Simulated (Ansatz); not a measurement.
`O[Si](O)(O)[TeH]` + `O[SiH2]F` → `O[Si](O)(O)O[SiH2]F` + H₂Te  (ligand exchange at the Si–Te bond)

Computed with Ansatz on PBE0-D4/def2-TZVP structures; ΔE is electronic, products minus reactants. CBS: MP2 limit from def2 TZ/QZ plus the TZ coupled-cluster correction, frozen cores. DFT in def2-TZVPP. B3LYP here is the variant with VWN-RPA as its local correlation; programs differ in this. def2 core potentials past Kr. For Te outer-core shells are correlated without core-valence functions, which leaves a few kJ/mol of doubt a bond. Each species was taken in one conformer, which may not be the lowest.

`O[Si](O)(O)[TeH]`:

Z-matrix (Å, degrees):
```
Si
O 1 1.636
O 1 1.629 2 114.7
O 1 1.631 2 107.0 3 117.5
Te 1 2.488 2 105.9 3 -119.1
H 2 0.959 1 117.2 3 59.7
H 3 0.960 1 116.1 2 94.8
H 4 0.958 1 117.8 2 56.5
H 5 1.656 1 91.5 2 165.7
```

`O[SiH2]F`:

Z-matrix (Å, degrees):
```
Si
F 1 1.596
O 1 1.630 2 111.0
H 1 1.482 2 106.0 3 121.4
H 1 1.474 2 108.2 3 -116.3
H 3 0.958 1 119.1 2 71.8
```

`O[Si](O)(O)O[SiH2]F`:

```xyz
12

O    -0.036    1.895    0.765
Si    0.124    0.842   -0.463
O    -0.620    1.284   -1.844
O     1.707    0.700   -0.806
O    -0.554   -0.536    0.070
Si   -0.410   -1.787    1.089
F     0.275   -3.001    0.316
H     0.450    2.719    0.700
H    -1.573    1.200   -1.884
H     1.940    0.358   -1.671
H    -1.761   -2.227    1.490
H     0.458   -1.448    2.237
```

H₂Te:

Cartesian coordinates in Å:
```
Te -0.539 0.198 0.524
H 0.656 1.011 -0.284
H -0.117 -1.209 -0.241
```

| level | ΔE (kcal/mol) | difference from CCSD(T)/CBS |
| --- | --- | --- |
| ωB97M-V | -19.6 | -0.6 |
| r2SCAN | -18.7 | 0.3 |
| PBE0 | -16.8 | 2.2 |
| B3LYP | -20.2 | -1.2 |
| HF/def2-TZVPP | -26.3 | -7.3 |
| CCSD/def2-TZVPP | -22.1 | -3.1 |
| CCSD(T)/def2-TZVPP | -20.9 | -1.9 |
| HF/def2-QZVPP | -26.8 | -7.8 |
| SCS-MP2/def2-QZVPP | -19.6 | -0.6 |
| HF/CBS(def2) | -26.9 | -7.9 |
| CCSD(T)/CBS | -19.0 | 0 |

Largest T1 diagnostic among the species: 0.012.

From PBE to PBE0 (25 % exact exchange), in def2-TZVPP and without D4, ΔE moves by −2.2 kcal/mol. In def2-TZVPP, CCSD(T) changes the Hartree–Fock value by +5.3 kcal/mol (the triples alone add +1.2 kcal/mol) and MP2 by +7.7 kcal/mol.
